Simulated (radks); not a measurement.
The numbers below are computed, except where a source is named.
Se20+, 14 electrons, occupied as [Ne] 3s2 3p2 (the NIST ground configuration). Code: a radial shooting solver on a logarithmic mesh with Libxc functionals. Model: Dirac Kohn-Sham, BLYP, spin-unpolarised, spherical densities, finite nucleus; open shells fill j = l - 1/2 first; Fermi nuclear charge, rms radius 4.14 fm. Some entries of the table are withheld. Estimate them.

orbital  occ.  eigenvalue (eV)  r(max) (bohr)  <r> (bohr)
1s1/2       2        -13339.72        0.02879     0.04407
2s1/2       2              (1)         0.1637      0.1934
2p1/2       2        -2257.807            (2)      0.1662
2p3/2       4        -2215.060            (3)      0.1699
3s1/2       2        -874.5540         0.4580         (4)
3p1/2       2              (5)         0.4401         (6)
3p3/2       0              (7)         0.4460         (8)
3d3/2       0        -733.1487         0.3630      0.4313
3d5/2       0        -731.1969         0.3645      0.4329
4s1/2       0        -447.1481         0.9477         (9)

Answer. 
(1) 2s1/2 eigenvalue (eV): -2415.806
(2) 2p1/2 r(max) (bohr): 0.1288
(3) 2p3/2 r(max) (bohr): 0.1319
(4) 3s1/2 <r> (bohr): 0.4891
(5) 3p1/2 eigenvalue (eV): -821.6205
(6) 3p1/2 <r> (bohr): 0.4745
(7) 3p3/2 eigenvalue (eV): -812.2044
(8) 3p3/2 <r> (bohr): 0.4803
(9) 4s1/2 <r> (bohr): 0.9488
